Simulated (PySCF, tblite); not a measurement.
C5H7F3O.
Atom-mapped SMILES: `[CH2:1]=[CH:2][C@:3]([F:4])([O:5][CH3:6])[CH:7]([F:8])[F:9]` (hydrogens: H10, H11 on C1; H12 on C2; H13, H14, H15 on C6; H16 on C7)

Computed with GFN2-xTB (tblite), gas phase: Langevin dynamics at 400 K from the optimised GFN2-xTB geometry, time step 0.5 fs, friction 0.01 fs⁻¹, 2000 steps. Over the second half of the run the saved frames average 366 K.

Frame at 250 fs, instantaneous temperature 300 K:
```
atom  x, y, z in Å
C1      1.630   -0.937    0.259
C2      0.411   -0.825    0.821
C3     -0.900   -0.448    0.156
F4     -0.879   -0.457   -1.198
O5     -1.413    0.828    0.539
C6     -0.372    1.918    0.267
C7     -2.013   -1.473    0.649
F8     -1.989   -1.707    1.927
F9     -3.213   -0.952    0.355
H10     2.476   -1.097    0.826
H11     1.693   -0.821   -0.804
H12     0.337   -0.849    1.879
H13    -0.867    2.891    0.325
H14     0.367    1.821    1.076
H15     0.054    1.614   -0.633
H16    -1.897   -2.438    0.061
```

Frame at 425 fs, instantaneous temperature 384 K:
```
atom  x, y, z in Å
C1      0.862   -1.417    0.010
C2     -0.024   -0.990    0.938
C3     -1.363   -0.437    0.656
F4     -1.458   -0.393   -0.732
O5     -1.654    0.743    1.355
C6     -0.779    1.749    1.035
C7     -2.505   -1.396    1.137
F8     -2.416   -1.728    2.426
F9     -3.693   -0.992    0.936
H10     1.806   -1.855    0.229
H11     0.556   -1.393   -0.995
H12     0.236   -0.870    1.977
H13    -0.737    2.486    1.799
H14     0.254    1.424    0.772
H15    -1.125    2.283    0.106
H16    -2.425   -2.355    0.471
```

Frame at 625 fs, instantaneous temperature 246 K:
```
atom  x, y, z in Å
C1      0.891   -1.691   -0.041
C2      0.113   -1.111    0.900
C3     -1.218   -0.505    0.688
F4     -1.714   -0.597   -0.593
O5     -1.366    0.721    1.230
C6     -0.607    1.858    0.652
C7     -2.214   -1.461    1.530
F8     -2.167   -1.324    2.841
F9     -3.411   -1.150    1.132
H10     1.813   -2.109    0.256
H11     0.565   -1.744   -1.169
H12     0.430   -1.065    1.954
H13    -1.082    2.654    1.197
H14     0.448    1.626    0.934
H15    -0.728    1.889   -0.450
H16    -1.950   -2.524    1.272
```

Frame at 800 fs, instantaneous temperature 392 K:
```
atom  x, y, z in Å
C1      1.235   -1.440    0.903
C2      0.349   -0.787    1.634
C3     -1.035   -0.466    1.056
F4     -1.126   -0.525   -0.312
O5     -1.588    0.750    1.474
C6     -0.739    1.901    1.388
C7     -2.023   -1.543    1.622
F8     -2.013   -1.545    2.989
F9     -3.293   -1.477    1.200
H10     2.284   -1.604    1.105
H11     0.902   -1.623   -0.086
H12     0.370   -0.507    2.668
H13     0.322    1.592    1.348
H14    -0.887    2.489    0.396
H15    -0.924    2.589    2.205
H16    -1.733   -2.580    1.325
```

Frame at 1000 fs, instantaneous temperature 320 K:
```
atom  x, y, z in Å
C1      1.332   -0.106    1.260
C2      0.214    0.163    1.847
C3     -1.142   -0.032    1.150
F4     -0.912   -0.453   -0.229
O5     -1.907    1.150    1.029
C6     -1.263    2.310    0.526
C7     -1.816   -1.232    1.724
F8     -1.628   -1.151    3.053
F9     -3.172   -1.180    1.599
H10     2.290    0.023    1.802
H11     1.409   -0.513    0.235
H12     0.227    0.468    2.908
H13    -1.203    2.420   -0.508
H14    -1.892    3.101    0.995
H15    -0.237    2.436    1.011
H16    -1.474   -2.159    1.221
```

**Question.** What do single points at PBE0/pcSseg-1 (PySCF, gas phase) give on these frames?

**Answer.** 
| t (fs) | GFN2-xTB E above start (eV) | DFT E above lowest frame (eV) | HOMO (eV) | LUMO (eV) | dipole (D) |
| --- | --- | --- | --- | --- | --- |
| 250 | 0.62 | 0.16 | -8.19 | -0.79 | 3.43 |
| 425 | 0.62 | 0.14 | -8.31 | -0.88 | 2.91 |
| 625 | 0.66 | 0.13 | -8.04 | -0.57 | 3.12 |
| 800 | 0.49 | 0.00 | -8.46 | -0.83 | 3.57 |
| 1000 | 0.62 | 0.13 | -8.55 | -0.39 | 3.05 |

The two levels order the frames alike by energy but for pairs within 0.08 eV at one level; measured from each level's lowest frame they differ by 0.04 eV at most. The HOMO–LUMO gap runs from 7.40 to 8.16 eV. These are instantaneous structures, not minima.

**Question.** And the isotropic GIAO shieldings (ppm) from the same runs?

**Answer.** 
```json
{"atom": "C1", "250 fs": "53.6", "425 fs": "48.0", "625 fs": "51.1", "800 fs": "56.8", "1000 fs": "54.9", "mean": "52.9", "range": "8.8"}
{"atom": "C2", "250 fs": "39.6", "425 fs": "40.4", "625 fs": "36.8", "800 fs": "41.5", "1000 fs": "49.5", "mean": "41.6", "range": "12.7"}
{"atom": "C3", "250 fs": "68.2", "425 fs": "68.1", "625 fs": "72.6", "800 fs": "66.6", "1000 fs": "59.1", "mean": "66.9", "range": "13.5"}
{"atom": "F4", "250 fs": "347.6", "425 fs": "338.9", "625 fs": "344.8", "800 fs": "330.0", "1000 fs": "290.1", "mean": "330.3", "range": "57.5"}
{"atom": "O5", "250 fs": "223.4", "425 fs": "269.0", "625 fs": "255.9", "800 fs": "253.2", "1000 fs": "240.0", "mean": "248.3", "range": "45.6"}
{"atom": "C6", "250 fs": "124.0", "425 fs": "137.2", "625 fs": "125.0", "800 fs": "127.3", "1000 fs": "130.8", "mean": "128.9", "range": "13.2"}
{"atom": "C7", "250 fs": "68.2", "425 fs": "69.4", "625 fs": "66.8", "800 fs": "63.3", "1000 fs": "66.2", "mean": "66.8", "range": "6.1"}
{"atom": "F8", "250 fs": "330.7", "425 fs": "319.5", "625 fs": "328.2", "800 fs": "316.2", "1000 fs": "308.5", "mean": "320.6", "range": "22.2"}
{"atom": "F9", "250 fs": "324.8", "425 fs": "329.1", "625 fs": "328.8", "800 fs": "315.6", "1000 fs": "317.4", "mean": "323.1", "range": "13.5"}
{"atom": "H10", "250 fs": "25.9", "425 fs": "25.3", "625 fs": "25.8", "800 fs": "25.4", "1000 fs": "25.4", "mean": "25.6", "range": "0.6"}
{"atom": "H11", "250 fs": "25.6", "425 fs": "25.5", "625 fs": "24.0", "800 fs": "25.9", "1000 fs": "25.1", "mean": "25.2", "range": "1.9"}
{"atom": "H12", "250 fs": "25.7", "425 fs": "25.8", "625 fs": "24.8", "800 fs": "25.6", "1000 fs": "25.1", "mean": "25.4", "range": "1.0"}
{"atom": "H13", "250 fs": "27.6", "425 fs": "28.7", "625 fs": "27.5", "800 fs": "27.5", "1000 fs": "28.9", "mean": "28.0", "range": "1.4"}
{"atom": "H14", "250 fs": "27.9", "425 fs": "27.7", "625 fs": "27.1", "800 fs": "26.6", "1000 fs": "27.1", "mean": "27.3", "range": "1.3"}
{"atom": "H15", "250 fs": "28.6", "425 fs": "27.6", "625 fs": "27.3", "800 fs": "27.8", "1000 fs": "26.9", "mean": "27.6", "range": "1.7"}
{"atom": "H16", "250 fs": "25.3", "425 fs": "25.0", "625 fs": "25.8", "800 fs": "25.5", "1000 fs": "25.2", "mean": "25.4", "range": "0.8"}
```

The cost below is that of the whole dynamics run. Time: 40 s wall; peak memory 0.19 GiB. Hardware: one thread of an Intel Xeon at 2.50 GHz, no GPU, on a shared host.
